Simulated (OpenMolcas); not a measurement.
## Run times for CH3FSn (SMILES [CH3][Sn][F])

CH3FSn has 6 atoms, charge 0, and is taken as a singlet. SMILES: `[CH3][Sn][F]`. Geometry: relaxed at PBE0-D4/def2-TZVP.

```xyz
6

C    -0.3898    0.4212   -0.2829
Sn    0.2571   -0.6205    1.5136
F     1.6216   -1.6341    0.5541
H    -0.6849   -0.3178   -1.0339
H     0.4581    0.9794   -0.6919
H    -1.2200    1.1077   -0.1052
```

Program: OpenMolcas 26.06. Hardware: 1 thread of Arm Neoverse V1, shared host, so times are rough. Two-electron integrals are exact unless an approximation is named.

Q: Estimate their order by wall time, quickest first.
A. gradient at HF/STO-3G
B. an optimisation at MP2/ANO-RCC-VDZ (DKH2), 20 core orbitals frozen
C. energy at ACPF/def2-SVP (core potential), 6 core orbitals frozen

A: A (2.9 s), C (18 s), B (3.7 min).
